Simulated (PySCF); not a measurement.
HBrZn, singlet, geometry from GFN2-xTB (such geometries of metal compounds can be far from the true shape); DF-CAMB3LYP/6-31G** (PySCF).

Input for PySCF:
```python
from pyscf import gto, scf, dft

mol = gto.Mole()
mol.atom = '''
    Zn   -0.00000000   -0.00000000   -1.15550691
    H    -0.00000000   -0.00000000   -2.62558154
    Br    0.00000000    0.00000000    1.06545111
'''
mol.basis = '6-31g**'
mol.verbose = 4
mol.max_memory = 1800
mol.build()

mf = dft.RKS(mol)
mf.xc = 'camb3lyp'
mf = mf.density_fit(auxbasis='def2-universal-jkfit')
mf.kernel()
```

### Question
Predict the main parts of the log of this PySCF run.

### Answer

```
PySCF version 2.14.0

[INPUT] verbose = 4
[INPUT] num. atoms = 3
[INPUT] num. electrons = 66
[INPUT] charge = 0
[INPUT] spin (= nelec alpha-beta = 2S) = 0
[INPUT] symmetry False subgroup None
[INPUT] Mole.unit = angstrom
[INPUT] Symbol           X                Y                Z      unit          X                Y                Z       unit  Magmom
[INPUT]  1 Zn     0.000000000000   0.000000000000  -1.155506910000 AA    0.000000000000   0.000000000000  -2.183591594942 Bohr   0.0
[INPUT]  2 H      0.000000000000   0.000000000000  -2.625581540000 AA    0.000000000000   0.000000000000  -4.961630028314 Bohr   0.0
[INPUT]  3 Br     0.000000000000   0.000000000000   1.065451110000 AA    0.000000000000   0.000000000000   2.013410797014 Bohr   0.0

nuclear repulsion = 265.995434931782
number of shells = 27
number of NR pGTOs = 199
number of NR cGTOs = 71
basis = 6-31g**
ecp = {}

******** <class 'pyscf.df.df_jk.DFRKS'> ********
method = DFRKS
initial guess = minao
damping factor = 0
level_shift factor = 0
DIIS = <class 'pyscf.scf.diis.CDIIS'>
diis_start_cycle = 1
diis_space = 8
diis_damp = 0
SCF conv_tol = 1e-09
SCF conv_tol_grad = None
SCF max_cycles = 50
direct_scf = False
XC library pyscf.dft.libxc version 7.1.2
    S. Lehtola, C. Steigemann, M. J. T. Oliveira, and M. A. L. Marques,  SoftwareX 7, 1–5 (2018)
XC functionals = camb3lyp
    T. Yanai, D. P. Tew, and N. C. Handy,  Chem. Phys. Lett. 393, 51 (2004)
radial grids:
    Treutler-Ahlrichs [JCP 102, 346 (1995); DOI:10.1063/1.469408] (M4) radial grids

becke partition: Becke, JCP 88, 2547 (1988); DOI:10.1063/1.454033
pruning grids: <function nwchem_prune>
grids dens level: 3
symmetrized grids: False
atomic radii adjust function: <function treutler_atomic_radii_adjust>
small_rho_cutoff = 0
Set gradient conv threshold to 3.16228e-05
Initial guess from minao.
tot grids = 50872
******** <class 'pyscf.df.df.DF'> ********
auxbasis = def2-universal-jkfit
Create RSH-DF object <pyscf.df.df.DF object> for omega=0.33
******** <class 'pyscf.df.df.DF'> ********
auxbasis = auxmol.basis = def2-universal-jkfit
init E= -4352.41543412729
  HOMO = -0.365817543794784  LUMO = -0.0246678669859337  gap/eV = 9.28316
cycle= 1 E= -4353.75812573588  delta_E= -1.34  |g|= 0.281  |ddm|= 1.42
  HOMO = -0.308325653548184  LUMO = -0.00730994196053079  gap/eV = 8.19105
cycle= 2 E= -4353.76835696296  delta_E= -0.0102  |g|= 0.304  |ddm|= 0.74
  HOMO = -0.34441449080837  LUMO = 0.00395841263976525  gap/eV = 9.47971
cycle= 3 E= -4353.78439200071  delta_E= -0.016  |g|= 0.0482  |ddm|= 0.273
  HOMO = -0.353719201772512  LUMO = 0.00680656252761795  gap/eV = 9.81041
cycle= 4 E= -4353.78469598796  delta_E= -0.000304  |g|= 0.0114  |ddm|= 0.0502
  HOMO = -0.351419781535715  LUMO = 0.00688112281670123  gap/eV = 9.74986
cycle= 5 E= -4353.7847316699  delta_E= -3.57e-05  |g|= 0.00641  |ddm|= 0.0195
  HOMO = -0.352110858679991  LUMO = 0.0070390679083489  gap/eV = 9.77297
cycle= 6 E= -4353.78473642576  delta_E= -4.76e-06  |g|= 0.000387  |ddm|= 0.00618
  HOMO = -0.352011840973235  LUMO = 0.00699743010713877  gap/eV = 9.76914
cycle= 7 E= -4353.7847364775  delta_E= -5.17e-08  |g|= 0.000104  |ddm|= 0.000912
  HOMO = -0.352031330047566  LUMO = 0.00698550750562045  gap/eV = 9.76935
cycle= 8 E= -4353.784736481  delta_E= -3.51e-09  |g|= 2.1e-05  |ddm|= 0.000187
  HOMO = -0.352026202731015  LUMO = 0.00698656789778865  gap/eV = 9.76924
cycle= 9 E= -4353.78473648116  delta_E= -1.59e-10  |g|= 2.17e-06  |ddm|= 4.68e-05
  HOMO = -0.352026497388668  LUMO = 0.00698683303386822  gap/eV = 9.76925
Extra cycle  E= -4353.78473648117  delta_E= -4.55e-12  |g|= 1.38e-06  |ddm|= 6.36e-06
converged SCF energy = -4353.78473648117
```
